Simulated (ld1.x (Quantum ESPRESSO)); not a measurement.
Building the TM potential for zirconium (Zr) (PBE, scalar-relativistic).

Input for ld1.x (Quantum ESPRESSO) 7.5:

```
&input
   title='Zr', zed=40., rel=1, dft='PBE', iswitch=3,
   config='[Kr] 4d2 4f-2 5s2 5p0',
   nld=4, rlderiv=1.70, eminld=-6.0, emaxld=5.0, deld=0.02
 /
 &inputp
   pseudotype=2, tm=.true., lloc=0,
   nlcc=.false.,
   file_pseudopw='Zr.UPF', file_wfcaegen='ae.wfc', file_wfcncgen='nc.wfc', file_beta='beta', file_chi='chi'
 /
4
4P  2  1   6.00   0.00  1.20  1.20  0.0
4D  3  2   2.00   0.00  1.55  1.55  0.0
4F  4  3  -2.00   0.25  1.55  1.55  0.0
4S  1  0   2.00   0.00  1.20  1.20  0.0
 &test
   configts(1)='4s2 4p6 4d2 5s2 5p0'
 /
```

Command:

```bash
ld1.x < Zr.in > Zr.out
```

Resulting log (shortened: banner, matrices, multipoles, cross overlaps and the repeated all-electron block are left out):

```
Program LD1 v.7.5
     --------------------------- All-electron run ----------------------------

     Zr
     scalar relativistic calculation

     atomic number is 40.00
     dft =PBE   lsd =0 sic =0 latt =0  beta=0.20 tr2=1.0E-14
     Exchange-correlation= PBE
                           (   1   4   3   4   0   0   0)
     mesh =1225 r(mesh) = 100.59681 a.u. xmin = -7.00 dx = 0.01250
     1 Ry =  13.60569312 eV, c = 137.03599908

     n l     nl                  e(Ry)          e(Ha)          e(eV)
     1 0     1S 1( 2.00)     -1310.1237      -655.0619    -17825.1411
     2 0     2S 1( 2.00)      -181.5303       -90.7651     -2469.8452
     2 1     2P 1( 6.00)      -161.8775       -80.9388     -2202.4559
     3 0     3S 1( 2.00)       -29.7501       -14.8750      -404.7707
     3 1     3P 1( 6.00)       -23.3474       -11.6737      -317.6579
     4 0     4S 1( 2.00)        -4.0060        -2.0030       -54.5045
     4 1     4P 1( 6.00)        -2.3859        -1.1929       -32.4614
     3 2     3D 1(10.00)       -12.8408        -6.4204      -174.7080
     4 2     4D 1( 2.00)        -0.2645        -0.1323        -3.5989
     5 0     5S 1( 2.00)        -0.3263        -0.1631        -4.4392
     5 1     5P 1( 0.00)        -0.1080        -0.0540        -1.4693

     final scf error:  3.8E-15 reached in  25 iterations

     Etot =   -7197.066779 Ry,   -3598.533389 Ha,  -97921.081979 eV

     Ekin =    7400.180090 Ry,    3700.090045 Ha,  100684.579354 eV
     Encl =  -17329.433663 Ry,   -8664.716831 Ha, -235778.956414 eV
     Eh   =    2959.970718 Ry,    1479.985359 Ha,   40272.453242 eV
     Exc  =    -227.783923 Ry,    -113.891962 Ha,   -3099.158161 eV

     normalization and overlap integrals

     s(1S/1S) =  1.000000  <r> =   0.0371  <r2> =    0.0019  r(max) =   0.0241
     s(2S/2S) =  1.000000  <r> =   0.1626  <r2> =    0.0312  r(max) =   0.1368
     s(2P/2P) =  1.000000  <r> =   0.1417  <r2> =    0.0245  r(max) =   0.1093
     s(3S/3S) =  1.000000  <r> =   0.4585  <r2> =    0.2410  r(max) =   0.4060
     s(3P/3P) =  1.000000  <r> =   0.4621  <r2> =    0.2489  r(max) =   0.4010
     s(4S/4S) =  1.000000  <r> =   1.2129  <r2> =    1.6687  r(max) =   1.0764
     s(4P/4P) =  1.000000  <r> =   1.3687  <r2> =    2.1516  r(max) =   1.1748
     s(3D/3D) =  1.000000  <r> =   0.4525  <r2> =    0.2477  r(max) =   0.3495
     s(4D/4D) =  1.000000  <r> =   2.2977  <r2> =    6.6283  r(max) =   1.5859
     s(5S/5S) =  1.000000  <r> =   3.7281  <r2> =   15.8828  r(max) =   3.1538
     s(5P/5P) =  1.000000  <r> =   5.1644  <r2> =   31.0604  r(max) =   4.1521

     ------------------------ End of All-electron run ------------------------

     --------------------- Generating NC pseudopotential ---------------------

      Generating local pot.: lloc=0, matching radius rcloc =   1.2000

      Wfc   4P  rcut= 1.205  Using Troullier-Martins method

      Wfc   4D  rcut= 1.547  Using Troullier-Martins method

      Wfc   4F  rcut= 1.547  Using Troullier-Martins method

     ------------------- End of pseudopotential generation -------------------

     Computing logarithmic derivative in   1.69875
     Computing logarithmic derivative in   1.69875
     Computing the partial wave expansion
       no projector for channel:   0
     R is outside the sphere for l=    1 j= 0.00
     R is outside the sphere for l=    2 j= 0.00
     R is outside the sphere for l=    3 j= 0.00

     ---------------------- Testing the pseudopotential ----------------------

     Zr
     scalar relativistic calculation

     atomic number is 40.00   valence charge is 12.00
     dft =PBE   lsd =0 sic =0 latt =0  beta=0.20 tr2=1.0E-14
     mesh =1225 r(mesh) = 100.59681 xmin = -7.00 dx = 0.01250

     n l     nl             e AE (Ry)        e PS (Ry)    De AE-PS (Ry)
     1 0     4S   1( 2.00)       -4.00601       -4.00607        0.00006
     2 1     4P   1( 6.00)       -2.38587       -2.38589        0.00002
     3 2     4D   1( 2.00)       -0.26451       -0.26450       -0.00001
     2 0     5S   1( 2.00)       -0.32628       -0.32973        0.00345
     3 1     5P   1( 0.00)       -0.10799       -0.11015        0.00216

     eps = 8.0E-15  iter = 28

     Etot =   -7197.066779 Ry,   -3598.533389 Ha,  -97921.081979 eV
     Etotps =   -93.698301 Ry,     -46.849151 Ha,   -1274.830333 eV

     Ekin =      28.579231 Ry,      14.289616 Ha,     388.840252 eV
     Encl =    -183.722861 Ry,     -91.861430 Ha,   -2499.676863 eV
     Ehrt =      73.549557 Ry,      36.774779 Ha,    1000.692708 eV
     Ecxc =     -11.340587 Ry,      -5.670293 Ha,    -154.296543 eV
     Epseu=      -0.763643 Ry,      -0.381821 Ha,     -10.389888 eV

     ---------------------- End of pseudopotential test ----------------------
```

Generation and configuration tests took about 2.1 s on one core of a shared server CPU.
